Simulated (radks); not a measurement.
Question: The mean radii <r> (bohr) of the occupied orbitals of an atom or ion are listed with their occupations. All-electron calculation, scalar-relativistic Kohn-Sham, r2SCAN, spin-polarised, spherical densities, finite nucleus; meta-GGA in the generalised Kohn-Sham scheme; Fermi nuclear charge, rms radius of each element as measured or else 0.836 A^(1/3) + 0.57 fm. Program: a radial shooting solver on a logarithmic mesh with Libxc functionals.

orbital  occ.      <r>
1s up       1  0.01932
1s down     1  0.01932
2s up       1  0.08182
2s down     1  0.08182
2p up       3  0.07292
2p down     3  0.07292
3s up       1   0.2124
3s down     1   0.2123
3p up       3   0.2122
3p down     3   0.2121
3d up       5   0.1925
3d down     5   0.1925
4s up       1   0.4777
4s down     1   0.4778
4p up       3   0.5070
4p down     3   0.5071
4d up       5   0.5459
4d down     5   0.5457
5s up       1    1.132
5s down     1    1.133
5p up       3    1.288
5p down     2    1.294
4f up       7   0.6729
4f down     6   0.6729

Name the element and its charge. Open shells, if any, are filled with parallel spins first.

Answer: Z = 71, lutetium, charge +5: Lu5+ in [Kr] 4d10 4f13 5s2 5p5. The 1s radius gives Z: for a bare nucleus <r> = (2 gamma + 1)/(2Z) with gamma = sqrt(1 - (Z/c)^2), 0.01909 bohr for Z = 71, and screening makes it slightly larger (0.01932 here). The occupations add up to 66, and the charge is Z minus that.
